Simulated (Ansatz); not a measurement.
Reaction (atomization): `CBCF` → B• + 2 C• + F• + 6 H•

Program: Ansatz. Geometries: PBE0-D4/def2-TZVP. ΔE: electronic, gas phase. CBS: MP2 limit from def2 TZ/QZ plus the TZ coupled-cluster correction, frozen cores. This one scheme is used for every species, atoms too. DFT in def2-TZVPP. B3LYP here is the variant with VWN-RPA as its local correlation; programs differ in this. HSE06 is defined as in plane-wave codes. No spin–orbit coupling; open shells (•) take unrestricted orbitals. Spin–orbit coupling would lower the free atoms: a little for B, C, F. One conformer a species, not always the lowest.

CCSD(T)/CBS gives +3753.3 kJ/mol.

Question: Another level gave +3778.9 kJ/mol. Which?
A. B3LYP/def2-TZVPP
B. HSE06/def2-TZVPP
C. CCSD(T)/def2-TZVPP
D. revPBE/def2-TZVPP

Answer: B. HSE06 3778.9, revPBE 3704.8, B3LYP 3757.5, CCSD(T)/def2-TZVPP 3674.2 kJ/mol.

Largest T1 diagnostic among the species: 0.014.

From BLYP to BHLYP (50 % exact exchange), in def2-TZVPP and without D4, ΔE moves by −60.0 kJ/mol: exact exchange takes away binding that semilocal exchange gives to molecules. Leaving LDA and LC-ωPBE aside and taking each functional with its dispersion term where it has one, the values, not all of them listed here, spread over 151.2 kJ/mol, from BHLYP-D4 to PBE-D4. LDA lies +455.9 kJ/mol from PBE without D4, its usual overbinding.

For atomizations the MP2-based limit and the directly extrapolated one differ by several kJ/mol either way, and by 10 to 25 for some Ge, Se and Sn compounds, so smaller differences from it don't rank the levels.
